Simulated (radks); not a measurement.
Values are calculated unless marked as measured or tabulated.
Task: Ionisation of Sc+, [Ar] 3d1 4s1, to Sc2+, [Ar] 3d1, under several functionals. Scalar-relativistic Kohn-Sham, spin-unpolarised, spherical densities, finite nucleus; a radial shooting solver on a logarithmic mesh with Libxc functionals. Known Delta-SCF values: SCAN 12.362 eV; B86b exchange with PBE correlation 12.774 eV; HCTH/407 12.892 eV. What does MS2 meta-GGA give, and what is its highest occupied eigenvalue?

Result: 12.467 eV by Delta-SCF; the 3d eigenvalue is -9.531 eV. NIST: 12.800 eV (measured).

Beside tabulated values, note that spin-unpolarised runs miss the spin-polarisation part of the exchange energy of open shells.
